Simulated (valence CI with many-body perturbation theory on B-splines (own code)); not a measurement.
Level structure of Ne⁴⁺

Method: valence CI with perturbative core correlation (CI+MBPT): four valence electrons over a frozen Dirac-Fock core [He], a basis of 11 s, 11 p, 10 d, 8 f, 5 g, 2 h functions for each j, with the one-electron correlation potential Σ1, the two-electron term Σ2, the three-electron term Σ3, Breit, model QED; selected CI, second order for the rest, scaled by the run's own slope (own B-spline code, finite nucleus).

Against 36 measured levels this calculation errs by 134 cm⁻¹ on average and by 368 at most. These come from a selection out of NIST levels in Podobedova, Fuhr, Reader and Wiese, J. Phys. Chem. Ref. Data 33, 525 (2004). Levels without a partner in it may be off by more. Among the levels kept, up to 1600 cm⁻¹ of a level comes from second order outside the variational space, and about a tenth of that is noise between levels of different J, which matters for small intervals. 6 measured levels below the end of the list, from 690000 cm⁻¹ on, found no clear computed partner, and computed levels of the same name lie up to 10356 cm⁻¹ from them.

Levels 136 to 180 of 201, with energies above the lowest level, 2s²2p² ³P_0. "Leading %" is the weight of the configuration and term that name the level; weights of strongly mixed levels are sums over their largest components and can fall short. In the jj column 3d3/2^4 stands for four electrons in 3d with j = 3/2. Lifetimes count E1, E2, E3, M1 and M2 decay at the calculated energies, and are blank where another channel may lead or the interval is too uncertain; long ones can be off by a factor of two.

| No. | Configuration | Term | J | E (cm⁻¹) | Leading % | Lifetime | Leading jj |
| --- | --- | --- | --- | --- | --- | --- | --- |
| 136 | 2s²2p4f | ³F | 4 | 844610 | 66 | 91.4 ps | 2s^2 2p1/2 4f7/2 (68 %) |
| 137 | 2s²2p4f | ³G | 3 | 845590 | 56 | 111 ps | 2s^2 2p3/2 4f5/2 (72 %) |
| 138 | 2s²2p4f | ³G | 4 | 845720 | 63 | 108 ps | 2s^2 2p3/2 4f7/2 (45 %) |
| 139 | 2s²2p4d | ¹P° | 1 | 846000 | 91 | 22.5 ps | 2s^2 2p3/2 4d5/2 (65 %) |
| 140 | 2s²2p4f | ³G | 5 | 846070 | 89 | 124 ps | 2s^2 2p3/2 4f7/2 (89 %) |
| 141 | 2s²2p4d | ¹F° | 3 | 846120 | 91 | 21.3 ps | 2s^2 2p3/2 4d3/2 (39 %) |
| 142 | 2s²2p4f | ³D | 3 | 846840 | 86 | 107 ps | 2s^2 2p3/2 4f7/2 (62 %) |
| 143 | 2s²2p4f | ³D | 2 | 846960 | 58 | 109 ps | 2s^2 2p3/2 4f5/2 (68 %) |
| 144 | 2s²2p4f | ¹G | 4 | 847110 | 86 | 126 ps | 2s^2 2p3/2 4f5/2 (58 %) |
| 145 | 2s²2p4f | ³D | 1 | 847390 | 94 | 108 ps | 2s^2 2p3/2 4f5/2 (94 %) |
| 146 | 2s²2p4f | ¹D | 2 | 847530 | 60 | 115 ps | 2s^2 2p3/2 4f7/2 (91 %) |
| 147 | 2s2p²3s | ³P | 0 | 849360 | 91 | 33.3 ps | 2s 2p1/2 2p3/2 3s (59 %) |
| 148 | 2s2p²3s | ³P | 1 | 849560 | 92 | 33.1 ps | 2s 2p1/2 2p3/2 3s (56 %) |
| 149 | 2s2p²3s | ³P | 2 | 850100 | 92 | 33.1 ps | 2s 2p3/2^2 3s (52 %) |
| 150 | 2s2p²3s | ¹P | 1 | 856780 | 88 | 19.6 ps | 2s 2p1/2 2p3/2 3s (44 %) |
| 151 | 2s2p²3d | ³F | 4 | 870340 | 94 | 11.2 ps | 2s 2p1/2 2p3/2 3d5/2 (60 %) |
| 152 | 2s2p²3d | ³F | 3 | 870350 | 94 | 11.2 ps | 2s 2p1/2 2p3/2 3d5/2 (34 %) |
| 153 | 2s2p²3d | ³F | 2 | 870360 | 94 | 11.2 ps | 2s 2p1/2 2p3/2 3d3/2 (49 %) |
| 154 | 2s2p²3d | ³G | 3 | 873440 | 90 | 377 ps | 2s 2p1/2 2p3/2 3d3/2 (55 %) |
| 155 | 2s2p²3d | ³G | 4 | 873470 | 90 | 374 ps | 2s 2p1/2 2p3/2 3d5/2 (30 %) |
| 156 | 2s2p²3d | ³G | 5 | 873500 | 90 | 370 ps | 2s 2p1/2 2p3/2 3d5/2 (59 %) |
| 157 | 2s2p²3d | ³D | 1 | 876570 | 96 | 8.73 ps | 2s 2p1/2 2p3/2 3d3/2 (44 %) |
| 158 | 2s2p²3d | ³D | 2 | 876570 | 96 | 8.74 ps | 2s 2p1/2 2p3/2 3d3/2 (32 %) |
| 159 | 2s2p²3d | ³D | 3 | 876590 | 96 | 8.75 ps | 2s 2p1/2 2p3/2 3d5/2 (49 %) |
| 160 | 2s2p²3d | ¹F | 3 | 876920 | 94 | 30.9 ps | 2s 2p1/2 2p3/2 3d5/2 (35 %) |
| 161 | 2s2p²3p | ³P° | 0 | 878660 | 85 | 95.2 ps | 2s 2p3/2^2 3p1/2 (44 %) |
| 162 | 2s2p²3p | ³P° | 1 | 878920 | 86 | 99.5 ps | 2s 2p3/2^2 3p1/2 (38 %) |
| 163 | 2s2p²3p | ³P° | 2 | 879340 | 88 | 108 ps | 2s 2p3/2^2 3p3/2 (60 %) |
| 164 | 2s2p²3d | ¹G | 4 | 880590 | 94 | 613 ps | 2s 2p1/2 2p3/2 3d5/2 (38 %) |
| 165 | 2s2p²3p | ¹P° | 1 | 882320 | 95 | 31.5 ps | 2s 2p3/2^2 3p3/2 (43 %) |
| 166 | 2s2p²3d | ³P | 0 | 883120 | 93 | 12.6 ps | 2s 2p1/2 2p3/2 3d3/2 (36 %) |
| 167 | 2s2p²3d | ³P | 1 | 883150 | 94 | 12.6 ps | 2s 2p1/2 2p3/2 3d3/2 (32 %) |
| 168 | 2s2p²3d | ³P | 2 | 883190 | 94 | 12.6 ps | 2s 2p1/2 2p3/2 3d5/2 (41 %) |
| 169 | 2s2p²3p | ¹S° | 0 | 883420 | 96 | 79.0 ps | 2s 2p3/2^2 3p3/2 (36 %) |
| 170 | 2s²2p5s | ³P° | 0 | 886950 | 73 | 122 ps | 2s^2 2p1/2 5s (73 %) |
| 171 | 2s²2p5s | ³P° | 1 | 886980 | 57 | 118 ps | 2s^2 2p1/2 5s (76 %) |
| 172 | 2s2p²3d | ¹D | 2 | 887280 | 95 | 12.4 ps | 2s 2p1/2 2p3/2 3d5/2 (38 %) |
| 173 | 2s²2p5s | ³P° | 2 | 887800 | 72 | 98.0 ps | 2s^2 2p3/2 5s (72 %) |
| 174 | 2s²2p5s | ¹P° | 1 | 888220 | 72 | 99.8 ps | 2s^2 2p3/2 5s (85 %) |
| 175 | 2s2p²3d | ³S | 1 | 888250 | 85 | 17.7 ps | 2s 2p1/2 2p3/2 3d5/2 (32 %) |
| 176 | 2s2p²3d | ¹P | 1 | 889080 | 86 | 22.8 ps | 2s 2p1/2 2p3/2 3d5/2 (38 %) |
| 177 | 2s2p²3p | ³D° | 1 | 890970 | 91 | 52.6 ps | 2s 2p1/2 2p3/2 3p1/2 (48 %) |
| 178 | 2s2p²3p | ³D° | 2 | 891260 | 91 | 52.8 ps | 2s 2p1/2 2p3/2 3p3/2 (31 %) |
| 179 | 2s2p²3p | ³D° | 3 | 891710 | 92 | 52.3 ps | 2s 2p3/2^2 3p3/2 (50 %) |
| 180 | 2s²2p5p | ³D | 1 | 895200 | 87 | 285 ps | 2s^2 2p1/2 5p1/2 (83 %) |

Names give the largest LS component (configuration and term), which can be under half, so a name can repeat, a term be missing and a line seem to break the LS rules; names also repeat where a configuration has a term twice.

Where two levels of one J and parity lie close, their mixing, g and order are uncertain.
